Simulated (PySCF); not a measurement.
Record of a relaxation.

Species: C3H5PSe.
Atom-mapped SMILES: `[CH:1]#[C:2][P@H:3]([CH3:4])=[Se:5]` (hydrogens: H6 on C1; H7 on P3; H8, H9, H10 on C4)

Computed by this run: PySCF, PBE0-D3(BJ)/def2-SVP geometry optimisation, gas phase; density fitting, grid level 1; the optimiser is geomeTRIC in internal coordinates, started from a GFN2-xTB structure with every atom displaced at random (about 0.01 Å). The frame can shift and turn from step to step; on so coarse a grid that alone can change the energy by a few meV, and forces under 0.02 eV/Å are noise.

Step 0: E = -77801.0305 eV, largest atomic force 3.805 eV/Å
```
atom  x, y, z in Å  |  force x, y, z in eV/Å
C1      2.508    0.156   -0.343   -3.640   0.404   1.031
C2      1.330    0.299   -0.023    1.407  -0.052  -0.560
P3     -0.375    0.703    0.257    0.655  -0.114  -0.045
C4     -1.215   -0.868   -0.003   -1.570   0.242   0.251
Se5    -1.065    2.340   -0.807   -0.211   0.256  -0.159
H6      3.496    0.030   -0.590    2.227  -0.298  -0.566
H7     -0.339    0.825    1.659   -0.132   0.043   0.360
H8     -1.188   -1.106   -1.067    0.084  -0.102  -0.241
H9     -0.809   -1.671    0.603    0.400  -0.358   0.217
H10    -2.294   -0.729    0.293    0.779  -0.021  -0.287
```

Step 1: E = -77801.0950 eV, largest atomic force 0.670 eV/Å
```
atom  x, y, z in Å  |  force x, y, z in eV/Å
C1      2.494   -0.001   -0.183   -0.004   0.462  -0.485
C2      1.332    0.357   -0.106    0.161  -0.353   0.340
P3     -0.368    0.757    0.202    0.084  -0.022  -0.008
C4     -1.227   -0.828   -0.040   -0.051  -0.019   0.035
Se5    -1.146    2.393   -0.831    0.001   0.011   0.001
H6      3.540   -0.171   -0.405   -0.232  -0.137   0.218
H7     -0.333    0.866    1.625   -0.004   0.022  -0.055
H8     -1.205   -1.075   -1.111    0.029  -0.007   0.017
H9     -0.763   -1.627    0.557    0.052   0.006  -0.042
H10    -2.272   -0.691    0.271   -0.035   0.037  -0.021
```

Step 2: E = -77801.1161 eV, largest atomic force 0.452 eV/Å
```
atom  x, y, z in Å  |  force x, y, z in eV/Å
C1      2.492    0.019   -0.206    0.050   0.295  -0.338
C2      1.329    0.356   -0.100   -0.029  -0.241   0.288
P3     -0.368    0.754    0.209    0.037   0.033  -0.069
C4     -1.227   -0.831   -0.038   -0.044  -0.001   0.043
Se5    -1.143    2.390   -0.826   -0.010   0.015  -0.001
H6      3.532   -0.180   -0.404   -0.038  -0.106   0.117
H7     -0.335    0.868    1.628   -0.005   0.004  -0.003
H8     -1.195   -1.076   -1.108    0.015  -0.002  -0.003
H9     -0.759   -1.629    0.557    0.015  -0.004  -0.017
H10    -2.275   -0.692    0.266    0.010   0.006  -0.018
```

Step 3: E = -77801.1373 eV, largest atomic force 0.155 eV/Å
```
atom  x, y, z in Å  |  force x, y, z in eV/Å
C1      2.494    0.065   -0.258   -0.025   0.024  -0.033
C2      1.328    0.345   -0.079   -0.078  -0.066   0.117
P3     -0.367    0.746    0.224   -0.041   0.082  -0.075
C4     -1.229   -0.836   -0.030    0.039   0.009  -0.020
Se5    -1.133    2.385   -0.817   -0.002  -0.009   0.009
H6      3.525   -0.184   -0.419    0.135  -0.008  -0.043
H7     -0.347    0.867    1.641    0.007  -0.009   0.026
H8     -1.175   -1.079   -1.100   -0.011   0.000  -0.010
H9     -0.764   -1.636    0.564   -0.026  -0.004   0.019
H10    -2.281   -0.693    0.253    0.002  -0.017   0.010
```

Step 4: E = -77801.1400 eV, largest atomic force 0.075 eV/Å
```
atom  x, y, z in Å  |  force x, y, z in eV/Å
C1      2.496    0.074   -0.267   -0.003  -0.012  -0.003
C2      1.329    0.337   -0.067   -0.028  -0.034   0.060
P3     -0.367    0.742    0.229   -0.024   0.045  -0.042
C4     -1.231   -0.838   -0.028    0.021   0.008  -0.017
Se5    -1.125    2.382   -0.816    0.001  -0.006   0.006
H6      3.529   -0.167   -0.439    0.051   0.018  -0.035
H7     -0.352    0.863    1.647    0.002  -0.009   0.011
H8     -1.173   -1.082   -1.098   -0.007   0.002  -0.002
H9     -0.773   -1.639    0.570   -0.016  -0.002   0.015
H10    -2.284   -0.693    0.249    0.004  -0.012   0.007
```

Step 5: E = -77801.1423 eV, largest atomic force 0.040 eV/Å
```
atom  x, y, z in Å  |  force x, y, z in eV/Å
C1      2.500    0.086   -0.280    0.015  -0.023   0.009
C2      1.332    0.323   -0.048    0.011   0.012  -0.009
P3     -0.365    0.735    0.238    0.006  -0.015   0.010
C4     -1.234   -0.842   -0.025   -0.006   0.000  -0.004
Se5    -1.110    2.377   -0.813    0.002   0.003   0.000
H6      3.536   -0.129   -0.480   -0.034   0.022  -0.007
H7     -0.360    0.854    1.656   -0.002  -0.001  -0.004
H8     -1.169   -1.090   -1.094    0.002  -0.001   0.003
H9     -0.790   -1.644    0.582    0.004   0.001   0.000
H10    -2.289   -0.693    0.243    0.001   0.002   0.001
```

Step 6: E = -77801.1426 eV, largest atomic force under 0.02 eV/Å
```
atom  x, y, z in Å  |  force x, y, z in eV/Å
C1      2.500    0.089   -0.283    0.005  -0.010   0.003
C2      1.333    0.321   -0.045    0.006   0.012  -0.010
P3     -0.365    0.733    0.240    0.007  -0.014   0.009
C4     -1.235   -0.843   -0.024   -0.007  -0.001   0.002
Se5    -1.107    2.376   -0.810    0.000   0.004   0.001
H6      3.536   -0.117   -0.493   -0.017   0.009  -0.002
H7     -0.361    0.851    1.659   -0.001  -0.001  -0.002
H8     -1.169   -1.092   -1.092    0.003  -0.001   0.002
H9     -0.792   -1.645    0.585    0.004   0.000  -0.002
H10    -2.290   -0.693    0.243    0.000   0.002  -0.001
```

Q: Summarise the path.

A: The energy falls by 10.81 kJ/mol from step 0 to step 6; nine tenths of that is first reached at step 3. It falls at every step. The largest force goes from 3.805 to under 0.02 eV/Å. Among the bonds C1–H6 changes most, from 1.026 to 1.076 Å; the atoms move by 0.055 Å rms after alignment.

The cost below is that of the whole optimisation. On one thread, Intel Xeon Platinum 8488C (x86_64), no GPU, shared host with 96 logical CPUs at a one-minute load of 33, this took 36 s of wall time and 0.51 GiB of memory at its peak.
